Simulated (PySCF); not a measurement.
C8H13NO.
Atom-mapped SMILES: `[CH3:1][C@:2]12[CH2:3][C@@H:4]([NH:5][CH:6]=[O:7])[C@H:8]([CH2:9]1)[CH2:10]2` (hydrogens: H11, H12, H13 on C1; H14, H15 on C3; H16 on C4; H17 on N5; H18 on C6; H19 on C8; H20, H21 on C9; H22, H23 on C10)

Level of theory: PBE0-D3(BJ)/def2-SVP geometry optimisation, gas phase in PySCF.

Entries marked ? are missing. Bonds in one row agree within 0.01 Å.

```
            coordinate    value
                 C1–C2  1.504 Å
                 C2–C3  1.536 Å
                 C3–C4        ?
                 C4–N5  1.440 Å
                 N5–C6  1.356 Å
                 C6=O7  1.209 Å
                 C4–C8        ?
                 C8–C9        ?
                C8–C10  1.543 Å
                 C2–C9  1.551 Å
                C2–C10  1.550 Å
C1–H11, C1–H12, C1–H13  1.102 Å
                C3–H14  1.101 Å
                C3–H15  1.102 Å
                C4–H16  1.099 Å
                N5–H17  1.012 Å
                C6–H18  1.118 Å
                C8–H19  1.098 Å
                C9–H20  1.103 Å
                C9–H21  1.100 Å
               C10–H22  1.100 Å
               C10–H23  1.104 Å
              C1–C2–C3   117.8°
              C1–C2–C9   122.5°
             C1–C2–C10   122.4°
              C3–C2–C9   101.0°
             C3–C2–C10   101.3°
             C9–C2–C10        ?
              C2–C3–C4    99.9°
              C3–C4–N5        ?
              C3–C4–C8    98.8°
              N5–C4–C8   114.5°
              C4–N5–C6   123.1°
              N5–C6–O7   125.6°
              C4–C8–C9   101.1°
             C4–C8–C10   102.5°
             C9–C8–C10        ?
              C2–C9–C8    83.2°
```

Fill in the missing values.

- C3–C4 = 1.554 Å, drawn single (ring CH2 carbon to sp3 carbon bound to nitrogen); 0.03 Å above the sum of covalent radii, 1.52 Å.
- C4–C8 = 1.536 Å, drawn single (sp3 carbon bound to nitrogen to sp3 carbon at a ring junction); 0.02 Å above the sum of covalent radii, 1.52 Å.
- C8–C9 = 1.541 Å, drawn single (sp3 carbon at a ring junction to four-membered-ring carbon); 0.02 Å above the sum of covalent radii, 1.52 Å.
- C9–C2–C10 = 85.4°, at the sp3 carbon at a ring junction, inside a 4-membered ring; the outer atoms are 2.103 Å apart.
- C3–C4–N5 = 114.9°, at the sp3 carbon bound to nitrogen; the outer atoms are 2.524 Å apart.
- C9–C8–C10 = 86.0°, at the sp3 carbon at a ring junction, inside a 4-membered ring; the outer atoms are 2.103 Å apart.

Radii are Cordero's, carbon taken as 0.76, 0.73 or 0.69 Å for four, three, and two or fewer neighbours.

No PBE0-D3(BJ)/def2-SVP frequencies stand behind this structure, so it isn't proved a minimum. The numbers are those of one conformer (C3–C4–N5–C6 -126°, C4–N5–C6–O7 1°).
